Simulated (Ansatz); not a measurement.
Consider the silylene formation by 1,1-elimination: `C[SiH](S)[SiH2]Cl` → `C[SiH](S)Cl` + `[SiH2]`.

Isolated molecules relaxed with PBE0-D4/def2-TZVP in Ansatz; ΔE leaves out vibrations. CBS: MP2 limit from def2 TZ/QZ plus the TZ coupled-cluster correction, frozen cores. This one scheme is used for every species. DFT in def2-TZVPP. One conformer a species, not always the lowest.

`C[SiH](S)[SiH2]Cl`:

```xyz
12

C     1.152    1.335   -0.338
Si   -0.557    0.601   -0.172
S    -1.445    0.964    1.745
Si   -0.493   -1.721   -0.449
Cl    0.601   -2.445    1.158
H     1.126    2.408   -0.137
H     1.840    0.868    0.371
H     1.542    1.178   -1.348
H    -1.502    1.219   -1.140
H    -0.630    0.110    2.390
H     0.204   -2.170   -1.684
H    -1.838   -2.347   -0.395
```

`C[SiH](S)Cl`:

Z-matrix (Å, degrees):
```
C
Si 1 1.855
H 1 1.092 2 110.1
H 1 1.092 2 110.6 3 -120.1
H 1 1.092 2 110.2 3 120.3
S 2 2.127 1 112.6 3 58.6
Cl 2 2.062 1 107.8 3 -178.0
H 2 1.480 1 113.1 3 -59.4
H 6 1.344 2 94.4 1 51.7
```

`[SiH2]`:

Cartesian coordinates in Å:
```
Si -0.529 -0.157 0.449
H 0.809 0.563 0.586
H -0.280 -0.405 -1.035
```

Task: Is it downhill or uphill in electronic energy at CCSD(T)/CBS, and by how much? (An estimate is asked.)

Result: Computed: Uphill: ΔE = +2.35 eV.

Task: What do these levels give: B2PLYP, HF/def2-TZVPP, MP2/def2-TZVPP, CCSD/def2-TZVPP, HF/def2-QZVPP, CCSD/CBS(def2)? (An estimate is asked.)

Result: The calculation gave: B2PLYP 2.26, HF/def2-TZVPP 2.05, MP2/def2-TZVPP 2.43, CCSD/def2-TZVPP 2.20, HF/def2-QZVPP 2.05, CCSD/CBS(def2) 2.29 eV.

Largest T1 diagnostic among the species: 0.014.

From PBE to PBE0 (25 % exact exchange), in def2-TZVPP and without D4, ΔE moves by +0.06 eV. In def2-TZVPP, CCSD(T) changes the Hartree–Fock value by +0.21 eV (the triples alone add +0.06 eV) and MP2 by +0.38 eV.
